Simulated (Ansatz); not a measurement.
Cost and result for the atomization energy of C2H8OSeSn (`C[O][SnH2][Se]C`) (13 atoms, 12 bonds).

```xyz
13

C     0.3710    2.1371    0.7431
O     0.6135    0.7569    0.8167
Sn   -0.9034   -0.4865    1.0225
Se   -0.0481   -2.6189    0.0382
C     0.5265   -1.8230   -1.6605
H    -0.4353    2.3935    0.0397
H     1.2835    2.6302    0.3936
H     0.1126    2.5679    1.7206
H    -1.2752   -0.6949    2.6748
H    -2.1662    0.2379    0.1173
H    -0.3352   -1.5147   -2.2490
H     1.0693   -2.6044   -2.1896
H     1.1870   -0.9809   -1.4673
```

The species carries charge 0 and has multiplicity 1. Correlated methods include outer-core shells of Se, Sn, which these sets cover unevenly. Scalar relativity is left out up to krypton. Sn: def2 effective core potential. Geometry: relaxed with PBE0-D4/def2-TZVP. It is one conformer, not always the lowest. Program: Ansatz. All runs use 2 threads of an AMD EPYC 7R13 on a shared host and a share of an NVIDIA H100 80 GB. Times are those of one run each, without the atoms' runs, and a repeat can differ threefold. Electronic energies, without spin–orbit coupling; frozen cores. CCSD(T)/CBS adds CCSD(T) − MP2 in def2-TZVPP to the MP2 limit, and its time is that of the two runs behind it. T1 = 0.012. With those shells the extrapolation isn't a true limit. B3LYP takes the VWN-RPA correlation (the form of Gaussian; ORCA's B3LYP/G).

CCSD(T)/CBS is a level of theory with its own doubt, some kJ/mol a heavy atom from the limit and from the frozen cores, so smaller differences don't rank the functionals.

```tsv
level	functions	wall time
PBE0-D4/def2-TZVPP	303	3.2 s
r2SCAN-D4/def2-TZVPP (with forces)	303	4 s
PBE-D4/def2-TZVPP (with forces)	303	4.3 s
B3LYP-D4/def2-TZVPP (with forces)	303	4.4 s
B2PLYP/def2-TZVPP	303	4.5 s
ωB97M-V/def2-TZVPP (with forces)	303	7 s
ωB97X-V/def2-TZVPP	303	7 s
MP2/def2-QZVPP	582	7 s
CCSD(T)/def2-TZVPP	303	13 s
CCSD(T)/CBS(def2)	–	20 s
```

Question: What atomization energy does each give, and how far from CCSD(T)/CBS? (An estimate is asked.)

Answer: Computed: 
```csv
level,atomization (kJ/mol),difference from CCSD(T)/CBS,per bond
PBE0-D4/def2-TZVPP,4277.4,-44.1,-3.7
r2SCAN-D4/def2-TZVPP (with forces),4295.8,-25.7,-2.1
PBE-D4/def2-TZVPP (with forces),4350.1,28.6,2.4
B3LYP-D4/def2-TZVPP (with forces),4281.1,-40.4,-3.4
B2PLYP/def2-TZVPP,4229.0,-92.5,-7.7
ωB97M-V/def2-TZVPP (with forces),4284.4,-37.1,-3.1
ωB97X-V/def2-TZVPP,4309.8,-11.7,-1.0
MP2/def2-QZVPP,4292.4,-29.1,-2.4
CCSD(T)/def2-TZVPP,4197.7,-123.8,-10.3
CCSD(T)/CBS(def2),4321.5,0.0,0.0
```

The D4 term adds +48.1 kJ/mol with B3LYP and +25.6 kJ/mol with PBE0; it sums over pairs of atoms, weighted by their polarisabilities, and B3LYP, whose exchange is more repulsive, gets the larger term. From PBE to PBE0 (25 % exact exchange), in def2-TZVPP and without D4, the atomization energy moves by −68.5 kJ/mol: exact exchange takes away binding that semilocal exchange gives to molecules. In def2-TZVPP, CCSD(T) changes the Hartree–Fock value by +1146.2 kJ/mol (the triples alone add +66.6 kJ/mol) and MP2 by +1167.6 kJ/mol; breaking electron pairs costs correlation energy, which Hartree–Fock lacks.

Spin–orbit coupling would lower the free Sn atoms strongly, and the atomization energy with them, by more than many differences here. For some Ge, Se and Sn compounds the MP2-based and the directly extrapolated limit differ by 10 to 25 kJ/mol.
